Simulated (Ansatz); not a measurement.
Calculated with Ansatz (gas phase, PBE0-D4/def2-TZVP geometries, no zero-point term in ΔE). CBS: def2 TZ/QZ extrapolation, frozen cores.

Consider the ligand exchange at the Si–Cl bond: `[SiH]Cl` + `[SiH3]N[SiH3]` → `[SiH]N([SiH3])[SiH3]` + HCl.

`[SiH]Cl`:

```xyz
3

Si   -0.709   -0.190    0.378
Cl    0.055    0.897   -1.219
H     0.654   -0.708    0.840
```

`[SiH3]N[SiH3]`:

Cartesian coordinates in Å:
```
Si -0.693 -1.394 -0.119
N -0.056 0.131 -0.617
Si 0.706 1.351 0.336
H -0.703 -1.407 1.365
H 0.122 -2.541 -0.607
H -2.076 -1.586 -0.635
H -0.083 0.309 -1.612
H 0.517 0.984 1.761
H 0.101 2.686 0.073
H 2.165 1.468 0.055
```

`[SiH]N([SiH3])[SiH3]`:

Z-matrix (Å, degrees):
```
Si
N 1 1.748
H 1 1.486 2 110.3
H 1 1.486 2 110.3 3 -119.7
H 1 1.484 2 107.7 3 120.2
Si 2 1.755 1 120.2 3 60.0
Si 2 1.732 1 121.0 3 -120.0
H 6 1.483 2 110.7 1 -118.8
H 6 1.483 2 110.6 1 119.0
H 6 1.491 2 107.9 1 0.1
H 7 1.543 2 94.4 1 179.9
```

HCl:

Cartesian coordinates in Å:
```
Cl 0.161 -0.505 0.358
H -0.161 0.505 -0.358
```

```json
{"species": "`[SiH]Cl`", "MP2/cc-pV(T+d)Z energy (Eh)": "-749.33287"}
{"species": "`[SiH3]N[SiH3]`", "MP2/cc-pV(T+d)Z energy (Eh)": "-636.96294"}
{"species": "`[SiH]N([SiH3])[SiH3]`", "MP2/cc-pV(T+d)Z energy (Eh)": "-925.98291"}
{"species": "HCl", "MP2/cc-pV(T+d)Z energy (Eh)": "-460.31110"}
```

(1) Work out ΔE.

Largest T1 diagnostic among the species: 0.014.

Answers

(1) ΔE = (-925.98291) + (-460.31110) − (-749.33287) − (-636.96294) = 0.00180 Eh = +1.1 kcal/mol. CCSD(T)/CBS gives +2.7 kcal/mol.

The D4 term adds −3.2 kcal/mol with B3LYP and −1.7 kcal/mol with PBE0; it sums over pairs of atoms, weighted by their polarisabilities, and B3LYP, whose exchange is more repulsive, gets the larger term. At CCSD(T), def2-SVP lies −2.2 kcal/mol from the extrapolated value and def2-TZVPP −1.2 kcal/mol.

B3LYP here is the variant with VWN-RPA as its local correlation; programs differ in this.
